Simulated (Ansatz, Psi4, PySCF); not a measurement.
Cl$_{2}$Ni (SMILES [Cl][Ni][Cl]), triplet, geometry from GFN2-xTB (such geometries of metal compounds can be far from the true shape). Base run: WB97X/6-31G** (PySCF).

Here is a job for PySCF.
```python
from pyscf import gto, scf, dft

mol = gto.Mole()
mol.atom = '''
    Ni    0.000000    0.000000    0.000000
    Cl    0.000000    0.000000    1.934826
    Cl   -0.000000   -0.000000   -1.934826
'''
mol.basis = '6-31g**'
mol.charge = 0
mol.spin = 2
mol.verbose = 4
mol.build()

mf = dft.UKS(mol)
mf.xc = 'wb97x'
mf.kernel()
```

The same geometry, method and basis name were run in Ansatz (a first-principles code) and Psi4 and PySCF, at each program's defaults and at the settings that a row names. The base is PySCF at its defaults. Differences at the defaults can come from grids, fitting, cores and function types together. The rows with settings made alike still differ; the cause (another SCF solution, basis table, core potential or functional code) wasn't traced.

```
code and settings                                                                             ΔE vs base (mEh)  basis functions       E (Eh)  SCF cycles
--------------------------------------------------------------------------------------------  ----------------  ---------------  -----------  ----------
PySCF, defaults (exact integrals, its default grid, spherical functions)                                 0.000               70  -2428.35393          28
Psi4, defaults (density fitting with its default set, its default grid, Cartesian functions)            -190.6               77  -2428.54456          12
Ansatz, defaults (factorised integrals, its default grid, Cartesian functions)                          -191.0               74  -2428.54498           -
PySCF, density fitting with def2-universal-jkfit                                                         0.011               70  -2428.35392          20
PySCF, fine grid                                                                                        -0.001               70  -2428.35393          19
Psi4, exact integrals, spherical functions, fine grid                                                  -94.375               70  -2428.44830          17
Ansatz, high accuracy, Cartesian functions as the basis file defines them                               -191.0               74  -2428.54498           -
```

Open shells are given as the SCF converged; they aren't shown to be the lowest states, and a large step between rows can be another state.
